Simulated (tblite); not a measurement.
C6H13NOS.
SMILES with atom numbers: `[CH3:1][NH:2][C@H:3]1[CH2:4][CH2:5][S@:6](=[O:7])[CH2:8][CH2:9]1` (hydrogens: H10, H11, H12 on C1; H13 on N2; H14 on C3; H15, H16 on C4; H17, H18 on C5; H19, H20 on C8; H21, H22 on C9)

Computed with GFN2-xTB (tblite), gas phase: L-BFGS steps from a force-field or distance-geometry start until the largest atomic force falls under 0.01 eV/Å.

Step 1: E = -808.0515 eV
```
atom  x, y, z in Å  |  force x, y, z in eV/Å
C1     -2.5735   -0.1945   -0.5654   -0.018   0.036   0.050
N2     -1.3728    0.6053   -0.3550    0.000  -0.163   0.001
C3     -0.4754    0.0530    0.6717   -0.159   0.157  -0.033
C4      0.1642   -1.2837    0.2565   -0.123   0.095   0.042
C5      1.0608   -1.1615   -0.9589   -0.157  -0.212   0.078
S6      2.5270   -0.1009   -0.6225    0.195   0.269  -0.777
O7      3.1925   -0.6096    0.5695   -0.089  -0.161   0.464
C8      1.5506    1.3814   -0.1340   -0.129   0.151   0.188
C9      0.6087    1.0839    1.0186   -0.088   0.097   0.040
H10    -3.1256   -0.3636    0.3729    0.022  -0.133  -0.032
H11    -2.3409   -1.1620   -1.0216    0.123   0.199   0.163
H12    -3.2405    0.3258   -1.2499    0.068   0.124  -0.036
H13    -1.6781    1.5338   -0.0421    0.227  -0.311  -0.145
H14    -1.0589   -0.1292    1.5953    0.048  -0.118   0.078
H15     0.7411   -1.6676    1.1027    0.145   0.164  -0.039
H16    -0.6052   -2.0331    0.0636   -0.117   0.061  -0.054
H17     1.4644   -2.1354   -1.2338    0.033  -0.070   0.041
H18     0.5381   -0.7582   -1.8236    0.017   0.195   0.111
H19     2.2769    2.1399    0.1589    0.048  -0.030   0.047
H20     1.0255    1.7413   -1.0176   -0.053  -0.205   0.017
H21     1.1777    0.7333    1.8851    0.079  -0.131  -0.174
H22     0.1330    2.0207    1.3287   -0.071  -0.014  -0.032
```

Step 2: E = -808.0710 eV
```
atom  x, y, z in Å  |  force x, y, z in eV/Å
C1     -2.5751   -0.1930   -0.5649    0.055  -0.003   0.056
N2     -1.3717    0.6018   -0.3541   -0.063  -0.123  -0.105
C3     -0.4784    0.0573    0.6695   -0.050  -0.059   0.134
C4      0.1619   -1.2834    0.2584   -0.066   0.161  -0.024
C5      1.0570   -1.1654   -0.9587    0.006  -0.053   0.063
S6      2.5340   -0.0980   -0.6324    0.060   0.080  -0.203
O7      3.1888   -0.6107    0.5737   -0.192  -0.011   0.074
C8      1.5473    1.3845   -0.1304    0.017   0.051   0.017
C9      0.6069    1.0861    1.0195   -0.054  -0.022   0.012
H10    -3.1250   -0.3660    0.3722   -0.008  -0.114   0.004
H11    -2.3386   -1.1588   -1.0188    0.106   0.143   0.121
H12    -3.2389    0.3275   -1.2501    0.040   0.139  -0.050
H13    -1.6743    1.5285   -0.0446    0.187  -0.174  -0.125
H14    -1.0583   -0.1314    1.5972    0.053  -0.079   0.035
H15     0.7433   -1.6646    1.1014    0.126   0.151  -0.009
H16    -0.6069   -2.0317    0.0626   -0.123   0.049  -0.028
H17     1.4650   -2.1364   -1.2330    0.014  -0.096   0.032
H18     0.5388   -0.7550   -1.8212   -0.021   0.167   0.074
H19     2.2779    2.1393    0.1597    0.033  -0.004   0.055
H20     1.0247    1.7377   -1.0172   -0.071  -0.158   0.012
H21     1.1792    0.7311    1.8822    0.051  -0.118  -0.161
H22     0.1320    2.0199    1.3279   -0.099   0.071   0.016
```

Step 3: E = -808.0834 eV
```
atom  x, y, z in Å  |  force x, y, z in eV/Å
C1     -2.5753   -0.1918   -0.5635   -0.009   0.013   0.015
N2     -1.3720    0.5966   -0.3558    0.026  -0.101  -0.078
C3     -0.4814    0.0589    0.6708    0.030  -0.134   0.109
C4      0.1591   -1.2800    0.2595    0.019   0.054  -0.025
C5      1.0546   -1.1688   -0.9576    0.105   0.100  -0.017
S6      2.5411   -0.0956   -0.6403   -0.167  -0.009   0.101
O7      3.1809   -0.6106    0.5755   -0.146   0.030  -0.050
C8      1.5455    1.3877   -0.1279    0.084  -0.060  -0.091
C9      0.6045    1.0871    1.0204   -0.030  -0.038  -0.032
H10    -3.1249   -0.3700    0.3719   -0.032  -0.082   0.032
H11    -2.3347   -1.1537   -1.0145    0.092   0.027   0.046
H12    -3.2368    0.3315   -1.2511    0.052   0.098  -0.010
H13    -1.6679    1.5215   -0.0488    0.123   0.000  -0.102
H14    -1.0569   -0.1346    1.5992    0.017  -0.050   0.041
H15     0.7474   -1.6592    1.1003    0.067   0.142  -0.022
H16    -0.6106   -2.0296    0.0613   -0.070   0.080   0.011
H17     1.4657   -2.1391   -1.2317   -0.025  -0.070   0.036
H18     0.5388   -0.7495   -1.8178   -0.024   0.112   0.063
H19     2.2792    2.1388    0.1615    0.011   0.021   0.052
H20     1.0226    1.7320   -1.0167   -0.079  -0.097  -0.005
H21     1.1813    0.7270    1.8767    0.035  -0.102  -0.111
H22     0.1293    2.0209    1.3277   -0.080   0.066   0.040
```

Problem. Estimate the geometry and energy of step 4. (The exact step hangs on the optimiser's Hessian estimate; all steps are aligned on step 3, rigid shifts and turns removed.)

Solution. E = -808.0904 eV, largest force 0.307 eV/Å
```
atom  x, y, z in Å  |  force x, y, z in eV/Å
C1     -2.5761   -0.1907   -0.5625   -0.019  -0.010   0.004
N2     -1.3711    0.5916   -0.3577    0.065  -0.040  -0.012
C3     -0.4827    0.0580    0.6728    0.054  -0.112   0.044
C4      0.1578   -1.2776    0.2600    0.075  -0.020  -0.038
C5      1.0548   -1.1691   -0.9576    0.097   0.113  -0.034
S6      2.5422   -0.0941   -0.6438   -0.220  -0.049   0.209
O7      3.1738   -0.6103    0.5763   -0.103   0.035  -0.073
C8      1.5457    1.3885   -0.1279    0.054  -0.079  -0.092
C9      0.6025    1.0873    1.0203   -0.001  -0.020  -0.045
H10    -3.1253   -0.3739    0.3722   -0.038  -0.049   0.031
H11    -2.3308   -1.1505   -1.0112    0.062  -0.036  -0.004
H12    -3.2345    0.3354   -1.2517    0.047   0.070   0.010
H13    -1.6620    1.5174   -0.0532    0.101   0.063  -0.101
H14    -1.0559   -0.1375    1.6014   -0.006  -0.035   0.043
H15     0.7509   -1.6534    1.0990    0.041   0.111  -0.017
H16    -0.6138   -2.0267    0.0608   -0.020   0.091   0.032
H17     1.4656   -2.1418   -1.2302   -0.056  -0.007   0.036
H18     0.5385   -0.7442   -1.8146   -0.023   0.077   0.038
H19     2.2803    2.1389    0.1634   -0.020   0.013   0.029
H20     1.0200    1.7269   -1.0164   -0.069  -0.053  -0.020
H21     1.1833    0.7227    1.8716    0.020  -0.078  -0.077
H22     0.1263    2.0224    1.3282   -0.041   0.015   0.037
```

The energy changes by -0.0070 eV. The first-order estimate −F·Δx gives -0.0093 eV and the mean of the old and new forces, exact on a quadratic surface, -0.0070 eV. The step makes an angle of 44° with the force vector and moves no atom by more than 0.008 Å.

What follows is the cost of the whole relaxation. Time: 0.45 s. Hardware: one thread of an Intel Xeon Platinum 8488C (shared host).
